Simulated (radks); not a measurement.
V XXII, 2 electrons, occupied as [He] (the NIST ground configuration).

All-electron calculation, Dirac Kohn-Sham, LB94 model potential, spin-unpolarised, spherical densities, finite nucleus; Fermi nuclear charge, rms radius 3.6002 fm. Program: a radial shooting solver on a logarithmic mesh with Libxc functionals.

Energy parts (eV):
| part | energy |
|---|---|
| kinetic | 14270.585 |
| electron-nucleus | -28764.448 |
| Hartree | 776.994 |
(The LB94 potential has no energy functional, so no total or exchange-correlation energy is given.)

Orbitals (lengths in bohr, moments of r in powers of bohr; <r^-3> diverges for s and p1/2; r(90%) holds 90 % of the orbital's charge):
orbital  occ.  eigenvalue (eV)  r(90%)      <r>  <r^-3>
1s1/2       2        -6808.046   0.117  0.06580       -

The highest occupied level is 1s1/2 at -6808.0 eV. Summed over all electrons, <r^2> = 0.01160 bohr^2, which gives a Langevin (diamagnetic) susceptibility term of -0.00919 x 10^-6 cm^3/mol.
